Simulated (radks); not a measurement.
Species: Os3+. Configuration: [Xe] 4f14 5d5 (the NIST ground configuration). All-electron calculation, scalar-relativistic Kohn-Sham, LDA (Slater exchange, Perdew-Zunger correlation), spin-polarised, spherical densities, point nucleus; open shells are filled with parallel spins first (spin-orbit coupling, left out, can overturn this in heavy ions). Program: a radial shooting solver on a logarithmic mesh with Libxc functionals.

Normalised radial functions P(r) = r R(r), r in bohr:

```
   r/bohr * 4f up, o 6s up (the largest magnitude, 1.36, reaches the edge; | marks zero, & curves that meet)
 0.001394                             *o
 0.001874                             *o
  0.00252                             *o
 0.003388                             *o
 0.004555                             *o
 0.006124                             * o
 0.008234                             * o
  0.01107                             *o
  0.01488                             *o
  0.02001                             &
   0.0269                            o*
  0.03646                           o *
  0.04902                          o  |*
  0.06591                           o |*
  0.08861                             o  *
   0.1191                             |  o  *
   0.1602                             |  o       *
   0.2153                             o                 *
   0.2895                         o   |                       *
   0.3893                         o   |                          *
   0.5233                             |o                       *
   0.7036                             |      o           *
    0.946                             |     o     *
    1.282                          o  |     *
    1.724                 o           | *
    2.318              o              |*
    3.116                  o          *
    4.189                         o   *
    5.632                            o*
    7.572                             &
```

4f up: eigenvalue -83.302 eV, 0 radial nodes, <r> = 0.558 bohr, 90 % of the charge inside 0.912 bohr. 6s up (empty): eigenvalue -31.674 eV, 5 radial nodes at r = 0.0210, 0.0839, 0.217, 0.495, 1.19 bohr, <r> = 2.41 bohr, 90 % of the charge inside 3.43 bohr.
